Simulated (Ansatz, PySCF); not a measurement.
This PySCF input computes a CAM-B3LYP/def2-TZVPD energy:

```python
from pyscf import gto, scf, dft

mol = gto.M(
    atom='''
    Pb    0.00750872   -0.00447387    0.14975575
    F     0.92279409    1.61388422   -0.68259941
    F    -0.99120685   -1.57312230   -0.68184189
    ''',
    basis='def2-tzvpd',
    ecp='def2-tzvp',
    charge=1,
    spin=1,
    verbose=4,
)

mf = dft.UKS(mol, xc='camb3lyp').density_fit(auxbasis='def2-universal-jkfit')
mf.grids.level = 3
mf.conv_tol = 1e-9
mf.max_cycle = 100
mf.max_memory = 1500
mf.kernel()
if not mf.converged:
    mf = mf.newton()
    mf.kernel(mf.make_rdm1())
for _ in range(2):
    mo, _, stable, _ = mf.stability(return_status=True)
    if stable:
        break
    mf.kernel(mf.make_rdm1(mo, mf.mo_occ))
mf.analyze()
```

Q: Write an input for the same energy in Ansatz (an electronic-structure program) and say what it gives.

A: 
Ansatz 0.2 input:
```yaml
crystal:
  periodic: [false, false, false]
  atoms:
    - {symbol: Pb, position_ang: [0.00750872, -0.00447387, 0.14975575]}
    - {symbol: F, position_ang: [0.92279409, 1.61388422, -0.68259941]}
    - {symbol: F, position_ang: [-0.99120685, -1.57312230, -0.68184189]}
basis:
  gaussian:
    orbitals: def2-TZVPD
hamiltonian:
  xc: {name: CAM-B3LYP}
total_charge: 1
magnetization: {spin_polarized: true, initial_magnetization: 1}
output: {forces: true}
```
It gives -392.23785 Eh, and PySCF -392.23788 Eh, a difference of 0.03 mEh, from the treatment of integrals and grids.
